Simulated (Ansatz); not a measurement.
`[OH][Ta](=[S])([Cl])[Cl]` + `[F][Cd][Cl]` → `[S]=[Ta]([Cl])([Cl])[Cl]` + `[OH][Cd][F]`  (redistribution)

Isolated molecules relaxed with PBE0-D4/def2-TZVP in Ansatz; ΔE leaves out vibrations. CBS: MP2 limit from def2 TZ/QZ plus the TZ coupled-cluster correction, frozen cores. DFT in def2-TZVPP. def2 core potentials past Kr. For Cd, Ta outer-core shells are correlated without core-valence functions, which leaves a few kJ/mol of doubt a bond. Each species was taken in one conformer, which may not be the lowest.

Q: Is it downhill or uphill in electronic energy at CCSD(T)/CBS, and by how much? (An estimate is asked.)

A: Computed: Uphill: ΔE = +103.8 kJ/mol.

Q: What do these levels give: B97M-V, PBE0-D4, CAM-B3LYP-D4, ωB97X-V, PBE, CCSD/CBS(def2)? (Estimate.)

A: Ansatz gave: B97M-V 104.5, PBE0-D4 107.3, CAM-B3LYP-D4 112.5, ωB97X-V 114.2, PBE 96.9, CCSD/CBS(def2) 111.1 kJ/mol.

Q: What do rigid-rotor, harmonic-oscillator terms from PBE0-D4/def2-TZVP frequencies (298.15 K, 1 bar) make of the CCSD(T)/CBS value? (An estimate is asked.)

A: Computed: ΔZPE = -1.7 kJ/mol, ΔH = +102.5 kJ/mol, ΔS = 3 J/(mol·K), ΔG = +101.7 kJ/mol.

Largest T1 diagnostic among the species: 0.020.

In def2-TZVPP, CCSD(T) changes the Hartree–Fock value by −39.2 kJ/mol (the triples alone add −7.3 kJ/mol) and MP2 by −52.4 kJ/mol. Leaving LDA and LC-ωPBE aside and taking each functional with its dispersion term where it has one, the values, not all of them listed here, spread over 23.1 kJ/mol, from BLYP-D4 to BHLYP-D4.
